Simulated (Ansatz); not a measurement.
`B[SiH2][SiH2][SiH3]` + CH₃OH → `B[SiH2]OC` + `[SiH3][SiH3]` at 700 K and 1 bar (cleavage of the Si–Si bond).

Isolated molecules relaxed with PBE0-D4/def2-TZVP in Ansatz; ΔE leaves out vibrations. CCSD(T)/CBS is the MP2 limit (def2-TZVPP, def2-QZVPP) plus CCSD(T) − MP2 in def2-TZVPP, frozen cores. This one scheme is used for every species. One conformer a species, not always the lowest.

```
              species  CCSD(T)/CBS energy (Eh)  H − E (kJ/mol)  S (J/(mol·K))
`B[SiH2][SiH2][SiH3]`               -897.39286           309.4          553.9
                CH₃OH               -115.61712           170.8          288.5
          `B[SiH2]OC`               -431.29232           284.6          455.2
       `[SiH3][SiH3]`               -581.74359           186.9          363.0
```

H − E and S are ideal-gas, rigid-rotor, harmonic terms from PBE0-D4/def2-TZVP, for one conformer and one mirror image of each species. 1 Eh = 2625.50 kJ/mol, R = 8.31446 J/(mol·K).

Q: By hand: ΔE, ΔH, ΔS and ΔG.

A: ΔE = (-431.29232) + (-581.74359) − (-897.39286) − (-115.61712) = -0.02593 Eh = -68.1 kJ/mol. Δ(H − E) = 284.6 + 186.9 − 309.4 − 170.8 = -8.7, so ΔH = -76.8 kJ/mol. ΔS = 455.2 + 363.0 − 553.9 − 288.5 = -24.2 J/(mol·K). ΔG = -76.8 − 700 × (-24.2)/1000 = -59.9 kJ/mol.

Q: By hand: the equilibrium constant, and the temperature at which ΔG would vanish if ΔH and ΔS stayed fixed.

A: log₁₀ K = −ΔG/(RT ln 10) = 4.5. ΔG = 0 at ΔH/ΔS = 3174 K, far beyond where these terms or the molecules hold.

ΔH outweighs TΔS. A doubt of 5 kJ/mol in ΔE shifts log₁₀ K by 0.4 here. Other conformers and mirror images would add mixing entropy, several J/(mol·K) or more a flexible species. Modes under 60 cm⁻¹, often nearly free rotors, make the harmonic entropy too high. These are equilibria of isolated gas molecules and say nothing of rates. Largest T1 diagnostic: 0.014 (customary marks: 0.02 for closed shells, 0.045 for open ones).
